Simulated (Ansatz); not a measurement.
`C[NH2+][InH3-]`, one more setting.

```yaml
crystal:
  periodic: [false, false, false]
  atoms:
    - {symbol: C, position_ang: [1.267286, -0.901291, 0.163788]}
    - {symbol: N, position_ang: [0.762778, 0.340599, 0.374433]}
    - {symbol: In, position_ang: [-1.858487, 0.513657, -0.769205]}
    - {symbol: H, position_ang: [1.133026, -0.476568, -1.147515]}
    - {symbol: H, position_ang: [1.825736, -1.128790, 0.742731]}
    - {symbol: H, position_ang: [0.507683, -1.620715, 0.369326]}
    - {symbol: H, position_ang: [0.792999, 1.244234, 0.023504]}
    - {symbol: H, position_ang: [0.576657, 0.353699, 1.484906]}
    - {symbol: H, position_ang: [-1.055321, 0.401856, -2.137731]}
    - {symbol: H, position_ang: [-2.518812, -0.870438, 0.168662]}
    - {symbol: H, position_ang: [-2.042792, 2.070315, 0.245238]}
basis:
  gaussian: {orbitals: STO-3G, point_charges: [{charge: 1.00, position_ang: [6.597, 0.811, -0.925]}]}
hamiltonian: {xc: {name: HSE06}, dispersion: d4}
scf: {lower_state_search: full}
```

```sh
$ ansatz run in.yaml --threads 4 --pin off --events-out ev --progress --plain --max-ram 10444MiB
```

Shortened log:

```
Functional definition: HSE06
611 factors; integrals over basis functions are off by at most 7.5e-5 eV
77 factors; integrals over basis functions are off by at most 2.2e-7 eV
mean field evaluation 1: about -157298.7193 eV, gradient 1.6e1 eV
mean field evaluation 2: about -157298.6560 eV, gradient 1.5e1 eV
mean field evaluation 4: about -157299.5757 eV, gradient 2.5e0 eV
mean field evaluation 8: about -157299.5895 eV, gradient 2.6e-2 eV
mean field -157299.58951923 eV, -5780.6532933406 hartree, gradient 6.5e-5 eV, S^2 0.000000; 0 other end points of the search recorded, 0 dependent functions left out
reference -157299.58954398 eV, -5780.6532942501 hartree; 35, 35 occupied and 10, 10 virtual orbitals, 611 factors
Total energy: -157299.73355063 eV, -5780.6585863967 hartree
```

It took 0.7 s on 4 threads of an Arm Neoverse V1 on a shared host, with 0.12 GiB of host memory at the peak.
